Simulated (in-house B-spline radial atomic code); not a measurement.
Checks on a self-consistent run for Bi⁵⁺, [Kr] 4d10 4f14 5s2 5p5 5d10 5g1. Method: Dirac-Hartree-Fock, average of configuration, Fermi nucleus of rms radius 5.5211 fm. Calculated with a B-spline radial code for spherical atoms.

```json
{"orbital": "1s1/2", "q": "2", "ε (Eh)": "-3352.13010", "<1/r>": "103.167", "<r²>": "0.000346319", "small-component weight": "0.10052"}
{"orbital": "2s1/2", "q": "2", "ε (Eh)": "-610.05751", "<1/r>": "25.5799", "<r²>": "0.00518488", "small-component weight": "0.02326"}
{"orbital": "2p1/2", "q": "2", "ε (Eh)": "-585.15685", "<1/r>": "25.4889", "<r²>": "0.00365293", "small-component weight": "0.023314"}
{"orbital": "2p3/2", "q": "4", "ε (Eh)": "-499.77799", "<1/r>": "20.2329", "<r²>": "0.00482905", "small-component weight": "0.020448"}
{"orbital": "3s1/2", "q": "2", "ε (Eh)": "-151.93576", "<1/r>": "9.38865", "<r²>": "0.0335056", "small-component weight": "0.0078621"}
{"orbital": "3p1/2", "q": "2", "ε (Eh)": "-140.74414", "<1/r>": "9.28541", "<r²>": "0.0304937", "small-component weight": "0.007793"}
{"orbital": "3p3/2", "q": "4", "ε (Eh)": "-121.38943", "<1/r>": "7.91539", "<r²>": "0.0367555", "small-component weight": "0.0069712"}
{"orbital": "3d3/2", "q": "4", "ε (Eh)": "-103.27205", "<1/r>": "7.79677", "<r²>": "0.028072", "small-component weight": "0.0068281"}
{"orbital": "3d5/2", "q": "6", "ε (Eh)": "-99.20512", "<1/r>": "7.49371", "<r²>": "0.0297686", "small-component weight": "0.0066074"}
{"orbital": "4s1/2", "q": "2", "ε (Eh)": "-38.35544", "<1/r>": "3.97378", "<r²>": "0.160246", "small-component weight": "0.0026947"}
{"orbital": "4p1/2", "q": "2", "ε (Eh)": "-33.45497", "<1/r>": "3.86007", "<r²>": "0.162809", "small-component weight": "0.0025953"}
{"orbital": "4p3/2", "q": "4", "ε (Eh)": "-28.62147", "<1/r>": "3.407", "<r²>": "0.192222", "small-component weight": "0.0023051"}
{"orbital": "4d3/2", "q": "4", "ε (Eh)": "-20.65650", "<1/r>": "3.21276", "<r²>": "0.198344", "small-component weight": "0.002103"}
{"orbital": "4d5/2", "q": "6", "ε (Eh)": "-19.74452", "<1/r>": "3.10728", "<r²>": "0.208547", "small-component weight": "0.0020221"}
{"orbital": "4f5/2", "q": "6", "ε (Eh)": "-9.33064", "<1/r>": "2.77331", "<r²>": "0.225306", "small-component weight": "0.0016561"}
{"orbital": "4f7/2", "q": "8", "ε (Eh)": "-9.12225", "<1/r>": "2.73325", "<r²>": "0.23134", "small-component weight": "0.001623"}
{"orbital": "5s1/2", "q": "2", "ε (Eh)": "-9.14273", "<1/r>": "1.64441", "<r²>": "0.781641", "small-component weight": "0.00071504"}
{"orbital": "5p1/2", "q": "1.6667", "ε (Eh)": "-7.42769", "<1/r>": "1.53633", "<r²>": "0.88038", "small-component weight": "0.00064242"}
{"orbital": "5p3/2", "q": "3.3333", "ε (Eh)": "-6.47821", "<1/r>": "1.38108", "<r²>": "1.03907", "small-component weight": "0.00055755"}
{"orbital": "5d3/2", "q": "4", "ε (Eh)": "-3.79631", "<1/r>": "1.14548", "<r²>": "1.46595", "small-component weight": "0.00039853"}
{"orbital": "5d5/2", "q": "6", "ε (Eh)": "-3.66639", "<1/r>": "1.10798", "<r²>": "1.55064", "small-component weight": "0.00037709"}
{"orbital": "5g7/2", "q": "0.44444", "ε (Eh)": "-0.72425", "<1/r>": "0.245225", "<r²>": "22.2872", "small-component weight": "2.005e-05"}
{"orbital": "5g9/2", "q": "0.55556", "ε (Eh)": "-0.72440", "<1/r>": "0.24539", "<r²>": "22.2663", "small-component weight": "2.0079e-05"}
```

Electron-electron repulsion V_ee = 7703.6010 hartree.

(1) What total energy follows from the eigenvalues?

(2) Does the Dirac virial theorem hold?

(3) What diamagnetic shielding (Lamb formula) and susceptibility (Langevin formula) do the radii give?

## Answers

(1) The eigenvalues count the repulsion twice, so E = Σqε - V_ee = -13851.366 - 7703.601 = -21554.967 hartree; the run printed -21554.967.

(2) For a point nucleus E = -2c²Σq·w, with w the small-component weight. Here Σq·w = 0.57364 and c = 137.0360, so the ratio E/(-2c²Σq·w) is 1.000479; the finite nucleus accounts for the departure from 1.

(3) σ = (α²/3)Σq<1/r> = 655.787/(3·137.036²) = 11641 ppm, and χ = -0.79199×10⁻⁶·Σq<r²> = -40.55×10⁻⁶ cm³/mol with Σq<r²> = 51.203 bohr². Both are non-relativistic formulas without the paramagnetism of open shells; for so heavy an element the full relativistic shielding is larger by tens of per cent.
